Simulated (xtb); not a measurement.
(2R)-but-3-ene-1,2-diamine (C4H10N2), SMILES C=C[C@@H](N)CN. All values are semi-empirical tight-binding results from xtb (GFN2-xTB unless named), good for trends rather than for accurate numbers. The structure is a stationary point at GFN2-xTB. One conformer was computed; it need not be the lowest.

Optimised geometry:

```xyz
16

C      2.1249     0.3972    -1.0760
C      1.0604     0.5587    -0.3128
C      0.2070    -0.5638     0.2116
N      0.0424    -0.5218     1.6622
C     -1.1931    -0.5623    -0.4592
N     -2.0207     0.6017    -0.2306
H      2.4496    -0.5812    -1.3905
H      2.7132     1.2301    -1.4233
H      0.7620     1.5541    -0.0018
H      0.6792    -1.5217    -0.0312
H     -0.3147     0.3852     1.9487
H      0.9379    -0.6515     2.1196
H     -1.7409    -1.4309    -0.0875
H     -1.0552    -0.6696    -1.5386
H     -1.5591     1.4435    -0.5570
H     -2.2187     0.7036     0.7585
```

Computed properties:
| Property | Result |
|---|---|
| orbital gap | 4.05 eV |
| dipole moment | 2.29 D |
| zero-point energy | 87.6 kcal/mol |
| G − E(el) at 298.15 K (modified RRHO) | 67.8 kcal/mol |
| static polarisability (D4 model) | 69.1 bohr³ |
| solvation energy, GFN2-xTB/ALPB(water) | -4.5 kcal/mol |
| solvation energy, GFN2-xTB/ALPB(dmf) | -7.0 kcal/mol |

Problem. Give the IR lines (harmonic; lines under 4 % of the strongest left out, lines within 3 cm⁻¹ merged). (An estimate is asked for; the answer gives what the named calculation found.)

Solution. ν (cm⁻¹): 237 (w), 242 (w), 374 (w), 920 (s), 961 (vs), 973 (m), 1134 (w), 1182 (w), 1325 (w), 1560 (w), 1568 (w), 2937 (w), 2963 (m), 2980 (w), 3029 (m), 3097 (w), 3120 (m) (against the strongest line: vs over 80 %, s over 45 %, m over 15 %, w over 4 %, vw less)

Problem. Give the atomic charges and the Wiberg bond orders between heavy atoms. (Estimate from the structure and the level; the computed values follow.)

Solution. charges (e) C1 -0.09, C2 -0.04, C3 0.04, N4 -0.34, C5 0.01, N6 -0.34, H7 0.04, H8 0.04, H9 0.03, H10 0.03, H11 0.14, H12 0.14, H13 0.05, H14 0.03, H15 0.14, H16 0.14. Bond orders C1–C2 1.98, C2–C3 1.00, C3–N4 1.01, C3–C5 0.95, C5–N6 1.04.
